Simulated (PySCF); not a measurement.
Mg(H)(Et) (C2H6Mg), SMILES C[CH2][MgH]. Atoms are numbered in the order given.

```xyz
9

Mg    -0.0934    -1.4424     0.0000
H     -0.6925    -3.0455     0.0000
C      0.6388     0.5358     0.0000
C     -0.4181     1.6575     0.0000
H      1.2982     0.6645    -0.8699
H      1.2982     0.6645     0.8699
H     -1.0690     1.6038     0.8790
H     -1.0690     1.6038    -0.8790
H      0.0312     2.6584     0.0000
```
Charge 0, spin multiplicity 1.

The structure is a stationary point at TPSSh-D3(BJ)/def2-TZVP.

The numbers are results of PySCF with B3LYP/pcJ-1, not measurements.

Isotropic couplings with Fermi-contact, spin-dipole and both spin-orbit terms, one fixed conformer, no vibrational averaging. Isotopes: 13C, 1H.

Computed spin–spin coupling constants:
| pair | bonds apart | J (Hz) |
|---|---|---|
| C3–C4 | 1 | 35.5 |
| C3–H5 | 1 | 124.9 |
| C3–H6 | 1 | 124.8 |
| C4–H7 | 1 | 129.5 |
| C4–H8 | 1 | 129.4 |
| C4–H9 | 1 | 132.8 |
| H2–C3 | 2 | 49.2 |
| C3–H7 | 2 | -1.1 |
| C3–H8 | 2 | -1.1 |
| C3–H9 | 2 | -5.3 |
| C4–H5 | 2 | -4.3 |
| C4–H6 | 2 | -4.2 |
| H5–H6 | 2 | -14.7 |
| H7–H8 | 2 | -13.8 |
| H7–H9 | 2 | -13.2 |
| H8–H9 | 2 | -13.2 |
| H2–C4 | 3 | -2.0 |
| H2–H5 | 3 | -3.1 |
| H2–H6 | 3 | -3.1 |
| H5–H7 | 3 | 18.3 |
| H5–H8 | 3 | 3.5 |
| H5–H9 | 3 | 5.7 |
| H6–H7 | 3 | 3.5 |
| H6–H8 | 3 | 18.3 |
| H6–H9 | 3 | 5.7 |
| H2–H9 | 4 | 4.2 |
